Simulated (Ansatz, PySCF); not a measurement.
Species: SrO (charge 0, singlet). 
Structure (B3LYP-D3(BJ)/def2-TZVP (Ansatz, a program for electronic structure) minimum search):
```xyz
2

Sr     0.0000     0.0000    -0.3369
O      0.0000     0.0000     1.6002
```
Charge 0, spin multiplicity 1.

Dipole moments at this geometry, in debye (magnitudes).

```
level                 program  dipole (D)
--------------------  -------  ----------
PBE/def2-TZVPD         Ansatz        7.93
BP86/def2-TZVPD         PySCF        7.92
r2SCAN/def2-TZVPD      Ansatz        8.48
B3LYP/def2-TZVPD       Ansatz        8.83
PBE0/def2-TZVPD         PySCF        9.09
TPSSh/def2-TZVPD        PySCF        8.63
r2SCANh/def2-TZVPD     Ansatz         [?]
PW6B95/def2-TZVPD       PySCF        9.14
M06-2X/def2-TZVPD       PySCF        9.79
HSE06/def2-TZVPD       Ansatz        9.01
CAM-B3LYP/def2-TZVPD   Ansatz        9.72
LC-wPBE/def2-TZVPD     Ansatz       10.33
wB97M-V/def2-TZVPD     Ansatz       10.02
CCSD(T)/def2-SVPD      Ansatz         [?]
```

### Question
Complete the blanks.

### Answer

- r2SCANh/def2-TZVPD, dipole (D): 8.88
- CCSD(T)/def2-SVPD, dipole (D): 9.42
